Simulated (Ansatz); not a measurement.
A barrier at the coupled-cluster level

Start structure (C₂H₇In, singlet), relaxed at PBE0-D4/def2-TZVP:

In1  (1.774, 0.585, 1.239)
C2  (1.086, 1.518, -0.678)
H3  (-1.019, -0.581, -0.174)
C4  (-1.149, -1.429, 0.498)
H5  (0.081, 1.944, -0.578)
H6  (1.758, 2.327, -0.985)
H7  (1.058, 0.784, -1.491)
H8  (-0.314, -2.122, 0.385)
H9  (-1.196, -1.083, 1.532)
H10  (-2.077, -1.944, 0.252)
(Å)

The step: CH₃In ([CH3][In]) + CH₄ → CH₃In ([CH3][In]) + CH₄; bonds formed: In1–C4, C2–H3; bonds broken: In1–C2, H3–C4. Computed with Ansatz 0.2.0 (basis: def2-TZVPP and def2-QZVPP); correlated methods freeze the cores. Filled d shells of the heavier atoms are correlated. Core potentials replace the inner electrons of the atoms past krypton. The def2 sets are not built for correlating such inner shells, so the correlated values are less sure here. Extrapolation: Hartree–Fock as exp(−7.88 √X), correlation as X^−2.97. Energies below are by CCSD(T) at an estimated basis limit (MP2 extrapolated from triple and quadruple zeta, plus CCSD(T) − MP2 in triple zeta).

Problem. What are the electronic barrier and the energy of the step, from the start structure to the end structure? (Judge from chemistry; the value comes from the calculation.)

Solution. Computed: Barrier 1.798 eV; step energy 0.000 eV (both ends alike: a degenerate step); reverse barrier, their difference, 1.798 eV. Barrier and step energy count from the start structure, the reverse barrier from the end structure.

The saddle point: One imaginary mode of 1595i cm⁻¹.
```
  pair  start (Å)  saddle (Å)  end (Å)
In1–C4       3.63        2.52     2.24
 C2–H3       3.02        1.46     1.09
In1–C2       2.24        2.52     3.62
 H3–C4       1.09        1.46     3.01
```

Zero-point energy (harmonic, PBE0-D4): ZPE is 2.148 eV at the start and 2.058 eV at the saddle, so the barrier goes from 1.798 to 1.708 eV.

No T1 diagnostic of these runs exceeds 0.015.

Labels in which every atom is bracketed show which atoms are joined, not bond orders.

For scale, one of the runs: CCSD(T)/def2-TZVPP, 210 basis functions, launched by `ansatz run in.yaml --threads 4 --pin off --events-out ev --progress --plain --max-ram 9574MiB`. Hardware: 4 CPU threads of an Arm Neoverse V1, shared host. Wall time 68 s; peak host memory 3.2 GiB.
